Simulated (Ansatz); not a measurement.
Cost and result for the atomization energy of C$_{2}$H$_{3}$BF$_{2}$O (`C=C(F)B(O)F`) (9 atoms, 8 bonds).

```
atom   x (Å)   y (Å)   z (Å)
  C1  -1.553  -0.417  -0.342
  C2  -0.575   0.299   0.194
  F3  -0.874   1.374   0.946
  B4   0.945  -0.007   0.023
  O5   1.875   0.772   0.603
  F6   1.306  -1.062  -0.714
  H7  -2.596  -0.163  -0.193
  H8  -1.305  -1.280  -0.945
  H9   2.777   0.486   0.427
```

Total charge 0; spin multiplicity 1. All single points use the PBE0-D4/def2-TZVP geometry. It is one conformer, not always the lowest. Program: Ansatz. All runs use 4 threads of an Arm Neoverse N1 on a shared host. Times are those of one run each, without the atoms' runs, and a repeat can differ threefold. Electronic energies, without spin–orbit coupling; frozen cores. CCSD(T)/CBS adds CCSD(T) − MP2 in def2-TZVPP to the MP2 limit, and its time is that of the two runs behind it. T1 = 0.013; the RHF reference is unstable towards UHF. B3LYP takes the VWN-RPA correlation (the form of Gaussian; ORCA's B3LYP/G).

CCSD(T)/CBS is a level of theory with its own doubt, some kJ/mol a heavy atom from the limit and from the frozen cores, so smaller differences don't rank the functionals.

```tsv
level	functions	wall time
PBE0-D4/def2-TZVPP	228	3.4 s
PBE-D4/def2-TZVPP (with forces)	228	3.6 s
B3LYP-D4/def2-TZVPP (with forces)	228	5 s
r2SCAN-D4/def2-TZVPP (with forces)	228	6 s
B2PLYP/def2-TZVPP	228	7 s
ωB97X-V/def2-TZVPP	228	9.5 s
ωB97M-V/def2-TZVPP (with forces)	228	14 s
MP2/def2-QZVPP	432	30 s
CCSD(T)/def2-TZVPP	228	3.8 min
CCSD(T)/CBS(def2)	–	4.3 min
```

Q: What atomization energy does each give, and how far from CCSD(T)/CBS? (An estimate is asked.)

A: The calculation gave: 
| level | atomization (kJ/mol) | difference from CCSD(T)/CBS | per bond |
| --- | --- | --- | --- |
| PBE0-D4/def2-TZVPP | 4044.4 | 30.9 | 3.9 |
| PBE-D4/def2-TZVPP (with forces) | 4164.0 | 150.5 | 18.8 |
| B3LYP-D4/def2-TZVPP (with forces) | 4019.7 | 6.2 | 0.8 |
| r2SCAN-D4/def2-TZVPP (with forces) | 4053.7 | 40.2 | 5.0 |
| B2PLYP/def2-TZVPP | 3994.2 | -19.3 | -2.4 |
| ωB97X-V/def2-TZVPP | 4018.6 | 5.1 | 0.6 |
| ωB97M-V/def2-TZVPP (with forces) | 4039.1 | 25.6 | 3.2 |
| MP2/def2-QZVPP | 4115.7 | 102.2 | 12.8 |
| CCSD(T)/def2-TZVPP | 3912.3 | -101.2 | -12.6 |
| CCSD(T)/CBS(def2) | 4013.5 | 0.0 | 0.0 |

The D4 term adds +23.9 kJ/mol with B3LYP and +12.4 kJ/mol with PBE0; it sums over pairs of atoms, weighted by their polarisabilities, and B3LYP, whose exchange is more repulsive, gets the larger term. In def2-TZVPP, CCSD(T) changes the Hartree–Fock value by +971.4 kJ/mol (the triples alone add +72.1 kJ/mol) and MP2 by +1114.8 kJ/mol; breaking electron pairs costs correlation energy, which Hartree–Fock lacks. From PBE to PBE0 (25 % exact exchange), in def2-TZVPP and without D4, the atomization energy moves by −117.2 kJ/mol: exact exchange takes away binding that semilocal exchange gives to molecules.
